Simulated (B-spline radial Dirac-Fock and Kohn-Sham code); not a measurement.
**Photoemission from Tm³⁺ at 14100 eV, detector at θ = 54.7°, φ = 0°**

System: the Tm³⁺ ion in the configuration [Xe] 4f12. The computed values come from a radial atomic solver: Dirac-Hartree-Slater photoionisation with a Latter tail; cross sections with all multipoles, angular parameters from the dipole term and its interference with E2. Thresholds are orbital energies of the model. For linearly polarised light dσ/dΩ = σ/(4π) [1 + β P₂(cos θ) + (δ + γ cos²θ) sin θ cos φ], with θ from the polarisation vector and φ the angle between the beam and the projection of the electron momentum on the plane normal to the polarisation. The dipole factor is 1 + βP₂ and the non-dipole term is the rest of the bracket. Open shells are filled statistically over j.

```csv
subshell,threshold (eV),σ (kb),β,γ,δ,dipole factor,non-dipole term,dσ/dΩ (kb/sr)
2s,10117.8,6.61,1.97,-0.07,-0.002,1.002,-0.020,0.516
2p1/2,9666.5,8.76,1.43,0.58,0.056,1.001,+0.204,0.840
2p3/2,8674.4,13.5,1.55,0.83,0.072,1.001,+0.285,1.38
3s,2315.2,1.57,1.97,0.07,-0.002,1.002,+0.018,0.128
3p1/2,2112.9,1.47,1.44,1.24,0.046,1.001,+0.375,0.160
3p3/2,1902.2,2.32,1.55,1.40,0.052,1.001,+0.425,0.264
3d3/2,1553.1,0.611,0.96,1.95,0.285,1.001,+0.766,0.0859
3d5/2,1506.6,0.792,0.86,1.88,0.321,1.001,+0.773,0.112
4s,490.7,0.389,1.97,0.17,-0.001,1.002,+0.046,0.0325
4p1/2,408.3,0.326,1.43,1.33,0.044,1.001,+0.398,0.0363
4p3/2,360.4,0.510,1.54,1.48,0.049,1.001,+0.444,0.0586
4d3/2,223.3,0.126,0.93,1.95,0.278,1.001,+0.759,0.0176
4d5/2,214.4,0.162,0.82,1.87,0.315,1.001,+0.766,0.0227
4f5/2,46.21,0.00337,0.50,1.68,0.653,1.000,+0.991,0.000534
4f7/2,44.81,0.00407,0.49,1.62,0.673,1.000,+0.992,0.000646
5s,90.45,0.0667,1.97,0.20,-0.001,1.002,+0.052,0.00560
5p1/2,66.88,0.0461,1.42,1.34,0.044,1.001,+0.402,0.00515
5p3/2,60.19,0.0695,1.53,1.50,0.048,1.001,+0.447,0.00802
```
